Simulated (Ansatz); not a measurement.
`[Br][Al]1[SiH2][S]1`, relaxed with RKS PBE-D4/def2-SVP in Ansatz 0.2.0 from a rough embedded geometry. The force threshold is 0.03 eV/Å; the program also tests the step.

The species carries charge 0 and has multiplicity 1.

Start:

```xyz
6

Br   -0.099    3.347    0.977
Al   -0.646    1.044    0.491
Si    0.383   -0.956   -0.199
S    -1.486   -0.536   -0.908
H     0.362   -2.059    0.810
H     1.486   -0.839   -1.171
```

```csv
step,energy (eV),largest force (eV/Å),largest move (Å)
1,-95351.3739,2.553,0.000
2,-95352.0901,0.680,0.195
3,-95352.2259,0.450,0.166
4,-95352.2669,0.182,0.115
5,-95352.2771,0.074,0.123
6 (rejected),-95352.2757,0.073,0.078
7,-95352.2785,0.012,0.032
```

End:

```xyz
6

Br   -0.544    3.308    1.089
Al   -0.313    1.201    0.331
Si    0.513   -0.925   -0.121
S    -1.501   -0.204   -0.846
H     0.402   -2.110    0.801
H     1.443   -1.271   -1.253
```

Hardware: 2 threads of an Intel Xeon 6975P-C on a shared host. Wall time 9 s, peak host memory 0.17 GiB.
